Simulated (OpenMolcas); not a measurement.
## 5s² 5p⁴ along the 52-electron sequence

```yaml
Program: OpenMolcas 26.06
Method: SS-RASPT2, IPEA 0.25 Eh, imaginary shift 0.1 Eh
Basis: ANO-RCC-VQZP
Scalar_Hamiltonian: DKH2, point nucleus
Spin-orbit_coupling: RASSI with atomic mean-field integrals over the reference wave functions, term energies averaged over their components
```

Active space for each ion: 6 electrons in 9 orbitals (RAS2 5s 5p; RAS3 5d, at most 2 electrons); closed shells correlated by CASPT2: 4d.

Computed levels in cm-1 above ³P₂:

```csv
Level,Te,I+,Xe2+
³P₁,4240,6260,8720
³P₀,4550,6210,7930
¹D₂,10320,13250,16360
¹S₀,22880,28700,34780
weight of ³P in the lowest level (%),94,92,90
```

Measured, with the error of the calculation in %. Measured levels: Te, I+ from NIST Handbook of Basic Atomic Spectroscopic Data; Xe2+ from Saloman, J. Phys. Chem. Ref. Data 33, 765 (2004).

```json
{"Level": "³P₁", "Te": "4751 (-10.7)", "I+": "7087 (-11.7)", "Xe2+": "9794 (-11.0)"}
{"Level": "³P₀", "Te": "4706 (-3.3)", "I+": "6448 (-3.7)", "Xe2+": "8130 (-2.5)"}
{"Level": "¹D₂", "Te": "10558 (-2.2)", "I+": "13727 (-3.5)", "Xe2+": "17099 (-4.3)"}
{"Level": "¹S₀", "Te": "23198 (-1.4)", "I+": "29501 (-2.7)", "Xe2+": "36103 (-3.7)"}
```

The fine-structure level ³P₀ changes by a factor of 1.74 from Te to Xe2+. Its fourth root runs 8.21, 8.88, 9.44, with steps per unit of Z of 0.66, 0.56; equal steps would mean a (Z - σ)^4 law with constant σ.

¹D₂ changes by a factor of 1.59 over the same range, with steps per unit of Z of +2930, +3110 cm-1.

Term energies are means over components that CASPT2 splits; among the terms shown or strongly mixed into the levels shown the widest spread is 57 cm-1 (5s² 5p⁴ ¹D, Te). Some high roots are left out of the spin-orbit mixing, which shifts the levels that they would mix with (holds for Te). Active for correlation alone: 5d; no level in the range computed is led by a configuration that fills it, so any true level of that kind is missing (holds for Te). The run also gave levels led by 5s² 5p³ 5d, which use shells meant for correlation; these and all levels above them are left out (holds for I+). The run also gave levels led by 5s 5p⁴ 5d, 5s² 5p³ 5d, which use shells meant for correlation; these and all levels above them are left out (holds for Xe2+). Computed and measured levels are paired by configuration, term and J; levels that our copy of the source lacks, or whose pairing is in doubt (as where it misses far off the trend of its configuration), stay unpaired and out of the deviations. Levels of configurations outside the active space are missing.
